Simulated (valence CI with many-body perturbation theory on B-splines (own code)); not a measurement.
## S: electric-dipole lines

Level of theory: configuration interaction combined with many-body perturbation theory (CI+MBPT): six valence electrons over a frozen Dirac-Fock core [Ne], radial functions for each j: 9 s, 9 p, 8 d, 6 f, 3 g, 1 h, with the one-electron correlation potential Σ1, the two-electron term Σ2, the three-electron term Σ3, Breit, model QED; selected CI, second order for the rest, scaled by the run's own slope (own B-spline code, finite nucleus).

Against 29 measured levels this calculation errs by 270 cm⁻¹ on average and by 480 at most. Among the levels kept, up to 3200 cm⁻¹ of a level comes from second order outside the variational space, and about a tenth of that is noise between levels of different J, which matters for small intervals.

Lines 51 to 100 of 136 in falling wavelength, among levels below 73365 cm⁻¹, chosen from the strongest by gf and those to the six lowest levels. Wavelengths and rates use the calculated energies, so an error of 300 cm⁻¹ moves a line at 13590 Å by 4.1 % and its rate by three times that or more. Electric multipoles are in the length gauge, E1 and E2 with the static RPA response of the core. Weak lines are less certain than strong ones. Lines between different terms over intervals too small for the method are left out, as are lines whose strength nearly cancels and 2 of this kind that miss the measured wavelength by over 7 %. The highest levels of a list are the least certain.

Names give the largest LS component (configuration and term), which can be under half, so a name can repeat, a term be missing and a line seem to break the LS rules; names also repeat where a configuration has a term twice.

```
λ vac (Å)  λ from measured levels             Upper             Lower   A (s⁻¹)  log gf  Branch %
    13590                   13800  3s2 3p3 5s 5S°_2   3s2 3p3 4p 5P_2  7.10e+06   -0.01      32.6
    13550                   13780  3s2 3p3 5s 5S°_2   3s2 3p3 4p 5P_1  4.28e+06   -0.23      19.7
    13490                   14020      3s 3p5 3P°_2   3s2 3p3 4p 3P_2  1.77e+04   -2.62       1.0
    13460                   14020      3s 3p5 3P°_2   3s2 3p3 4p 3P_1  2.04e+02   -4.56       0.0
    13460                   13840  3s2 3p3 5s 5S°_2   3s2 3p3 4p 5P_3  1.04e+07    0.15      47.6
    12900                   13020      3s 3p5 3P°_0   3s2 3p3 4p 3P_1  1.38e+04   -3.46       1.6
    12760                   13350      3s 3p5 3P°_1   3s2 3p3 4p 3P_2  7.31e+03   -3.27       2.1
    12740                   13350      3s 3p5 3P°_1   3s2 3p3 4p 3P_1  8.53e+03   -3.21       2.4
    12590                   12670  3s2 3p3 5s 3S°_1   3s2 3p3 4p 5P_2  3.87e+03   -3.56       0.0
    12580                   13350      3s 3p5 3P°_1   3s2 3p3 4p 3P_0  1.11e+03   -4.10       0.3
    12560                   12650  3s2 3p3 5s 3S°_1   3s2 3p3 4p 5P_1  1.90e+03   -3.87       0.0
    12310                   12320   3s2 3p3 4p 5P_1  3s2 3p3 4s 3S°_1  3.65e+03   -3.60       0.0
    12280                   12310   3s2 3p3 4p 5P_2  3s2 3p3 4s 3S°_1  5.03e+03   -3.24       0.0
    11270                   11670      3s 3p5 3P°_2   3s2 3p3 4p 5P_2  2.76e+03   -3.58       0.2
    11250                   11660      3s 3p5 3P°_2   3s2 3p3 4p 5P_1  2.05e+03   -3.71       0.1
    11180                   11700      3s 3p5 3P°_2   3s2 3p3 4p 5P_3  4.82e+02   -4.35       0.0
    10850                   10960      3s 3p5 3P°_0   3s2 3p3 4p 5P_1  2.16e+04   -3.42       2.6
    10760                   11200      3s 3p5 3P°_1   3s2 3p3 4p 5P_2  2.88e+03   -3.82       0.8
    10740                   11190      3s 3p5 3P°_1   3s2 3p3 4p 5P_1  8.88e+03   -3.34       2.5
    10540                   10460   3s2 3p3 4p 3P_0  3s2 3p3 4s 3S°_1  2.14e+07   -0.45     100.0
    10430                   10460   3s2 3p3 4p 3P_1  3s2 3p3 4s 3S°_1  2.21e+07    0.03     100.0
    10420                   10460   3s2 3p3 4p 3P_2  3s2 3p3 4s 3S°_1  2.22e+07    0.26      99.9
     9266                    9215   3s2 3p3 4p 5P_3  3s2 3p3 4s 5S°_2  2.78e+07    0.40     100.0
     9221                    9240   3s2 3p3 4p 5P_1  3s2 3p3 4s 5S°_2  2.82e+07    0.03     100.0
     9202                    9231   3s2 3p3 4p 5P_2  3s2 3p3 4s 5S°_2  2.83e+07    0.26     100.0
     8125                    8153   3s2 3p3 4p 3P_1  3s2 3p3 4s 5S°_2  1.04e+04   -3.51       0.0
     8115                    8151   3s2 3p3 4p 3P_2  3s2 3p3 4s 5S°_2  1.43e+04   -3.15       0.1
     3063                    3017  3s2 3p3 4s 3S°_1      3s2 3p4 1S_0  1.30e+02   -6.26       0.0
     2333                    2305  3s2 3p3 4s 5S°_2      3s2 3p4 1D_2  5.64e+01   -6.64       0.1
     2206                    2191  3s2 3p3 4s 3D°_1      3s2 3p4 1S_0  4.50e+04   -4.01       0.0
     2204                    2188  3s2 3p3 3d 5D°_1      3s2 3p4 1S_0  1.78e+03   -5.41       0.0
     2194                    2170  3s2 3p3 4s 3S°_1      3s2 3p4 1D_2  3.92e+04   -4.07       0.0
     2102                    2084  3s2 3p3 3d 3D°_1      3s2 3p4 1S_0  5.12e+03   -4.99       0.0
     2052                    2034  3s2 3p3 5s 3S°_1      3s2 3p4 1S_0  5.07e+01   -7.02       0.0
     1997                    1992      3s 3p5 3P°_1      3s2 3p4 1S_0  7.19e+03   -4.89       2.1
     1928                    1915  3s2 3p3 4s 5S°_2      3s2 3p4 3P_1  1.78e+04   -4.31      25.1
     1916                    1900  3s2 3p3 4s 5S°_2      3s2 3p4 3P_2  5.30e+04   -3.84      74.8
     1834                    1826  3s2 3p3 4s 3S°_1      3s2 3p4 3P_0  5.50e+07   -1.08      10.8
     1832                    1820  3s2 3p3 4s 3S°_1      3s2 3p4 3P_1  1.68e+08   -0.60      32.8
     1821                    1807  3s2 3p3 4s 3S°_1      3s2 3p4 3P_2  2.88e+08   -0.37      56.4
     1716                    1707  3s2 3p3 4s 3D°_1      3s2 3p4 1D_2  4.11e+05   -3.26       0.3
     1716                    1707  3s2 3p3 4s 3D°_2      3s2 3p4 1D_2  6.10e+03   -4.87       0.0
     1716                    1706  3s2 3p3 4s 3D°_3      3s2 3p4 1D_2  1.03e+05   -3.50       0.1
     1715                    1705  3s2 3p3 3d 5D°_1      3s2 3p4 1D_2  1.46e+04   -4.71       0.2
     1714                    1705  3s2 3p3 3d 5D°_3      3s2 3p4 1D_2  7.39e+03   -4.64       0.1
     1714                    1705  3s2 3p3 3d 5D°_2      3s2 3p4 1D_2  3.88e+02   -6.07       0.0
     1676                    1667  3s2 3p3 4s 1D°_2      3s2 3p4 1D_2  4.42e+08   -0.03      99.5
     1653                    1641  3s2 3p3 3d 3D°_1      3s2 3p4 1D_2  4.74e+03   -5.23       0.0
     1652                    1641  3s2 3p3 3d 3D°_2      3s2 3p4 1D_2  4.63e+05   -3.02       0.1
     1651                    1641  3s2 3p3 3d 3D°_3      3s2 3p4 1D_2  7.06e+04   -3.69       0.0
```
